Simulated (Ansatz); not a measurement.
Q: Name a neutral molecule of C, Cl, Ge, N, O and H with size of the dipole moment (B3LYP/def2-TZVPP) between 2.60 and 2.90 D and HOMO energy (ωB97M-V/def2-TZVPP) between -10.40 and -10.10 eV (Ansatz, PBE0-D4/def2-TZVP geometry).

A: `C[O][GeH]([NH2])[Cl]` (2.60 D, -10.35 eV). Other molecules can fit too; these were computed, each in one conformer that needn't be the lowest.

B3LYP here is the variant with VWN-RPA as its local correlation; programs differ in this.
